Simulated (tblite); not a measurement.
C8H10 (charge +1 and doublet state).
Geometry (GFN2-xTB, Å), atoms numbered from 1 in this order:
```xyz
18
C8H10 angstrom
C      2.5770    1.0633   -0.5674
C      1.7992    0.0396   -0.1741
C      0.3553    0.0555   -0.1156
C     -0.4824    1.1619   -0.5316
C     -1.7086    0.7447   -0.9305
C     -1.8533   -0.7294   -0.8852
C     -0.5396   -1.2198   -0.3109
C     -0.2609   -0.8277    1.0600
H      3.6457    0.9463   -0.6298
H      2.1842    2.0280   -0.8410
H      2.2654   -0.8937    0.1164
H     -0.1423    2.1820   -0.5508
H     -2.5009    1.3860   -1.2765
H     -2.0228   -1.1165   -1.8959
H     -2.7171   -1.0367   -0.2896
H     -0.0644   -2.0908   -0.7390
H     -1.0200   -0.3264    1.6431
H      0.4767   -1.3601    1.6420
```

Structure optimised with GFN2-xTB, isolated species. This method treats the open shell by occupation alone, without spin polarisation.

Masses are those of the commonest isotopes; rigid-rotor values at the optimised geometry. The values belong to one conformer with, in the numbering `[CH2+:1][CH:2][C@@:3]12[CH:4]=[CH:5][CH2:6][C@@H:7]1[CH2:8]2`, H–C1–C2–C3 -177° and 3°, C1–C2–C3–C4 3°.

What are A, B and C (GHz)?

Ia = 121.87, Ib = 286.51, Ic = 354.08 u·Å²; 505379 MHz·u·Å²/I gives 4147, 1764 and 1427 MHz, that is A = 4.1470, B = 1.7639, C = 1.4273 GHz.

What kind of rotor is it?

An asymmetric top: κ = (2 × 1764 − 4147 − 1427)/(4147 − 1427) = -0.75.

Is it planar, by Δ = Ic − Ia − Ib?

Not planar: Δ = Ic − Ia − Ib = -54.30 u·Å². For a rigid frame Δ = −2 Σ m c², so Σ m c² = 27.15 u·Å² lies off the ab plane: 9.34 from hydrogen and 17.82 from heavier atoms. The atom farthest from that plane is 1.70 Å away.

Give the other two planar moments, Paa and Pbb, and the rms extents of the mass along the axes.

Paa = Σ m a² = (Ib + Ic − Ia)/2 = 259.36 and Pbb = Σ m b² = (Ia + Ic − Ib)/2 = 94.71 u·Å². With the mass M = 106.08 u, the rms extents √(P/M) along a, b and c are 1.56, 0.94, 0.51 Å.

List the rotational levels J(Ka,Kc) to J = 5 (MHz).

Above 0(0,0):
J = 1: 1(0,1) 3191, 1(1,1) 5574, 1(1,0) 5911
J = 2: 2(0,2) 9540, 2(1,2) 11620, 2(1,1) 12630, 2(2,1) 19779, 2(2,0) 19812
J = 3: 3(0,3) 18983, 3(1,3) 20669, 3(1,2) 22686, 3(2,2) 29353, 3(2,1) 29517, 3(3,1) 42129, 3(3,0) 42131
J = 4: 4(0,4) 31434, 4(1,4) 32700, 4(1,3) 36052, 4(2,3) 42092, 4(2,2) 42570, 4(3,2) 54955, 4(3,1) 54969, 4(4,1) 72760, 4(4,0) 72760
J = 5: 5(0,5) 46806, 5(1,5) 47689, 5(1,4) 52681, 5(2,4) 57974, 5(2,3) 59036, 5(3,3) 71005, 5(3,2) 71062, 5(4,2) 88789, 5(4,1) 88790, 5(5,1) 111683, 5(5,0) 111683
Those of J = 1 are B + C, A + C and A + B.

Estimate the classical rotational partition function at 100 K, 298.15 K and 500 K.

Point group C1, symmetry number σ = 1; q = (√π/σ)·√((kT/h)³/(ABC)), k/h = 20836.6 MHz/K: 52200 at 100 K, 269000 at 298.15 K, 583000 at 500 K.

For this open shell read J as N, the rotation without spin; fine and hyperfine splittings come on top. Its GFN2-xTB frequencies are all real (lowest 72 cm⁻¹). No vibrational averaging or centrifugal distortion is included, and the geometry carries the error of its method.

Time: 0.51 s. Hardware: one thread, Arm Neoverse V2 (aarch64), on a shared host. That covers the optimisation of the geometry.

All values are computed, not measured.
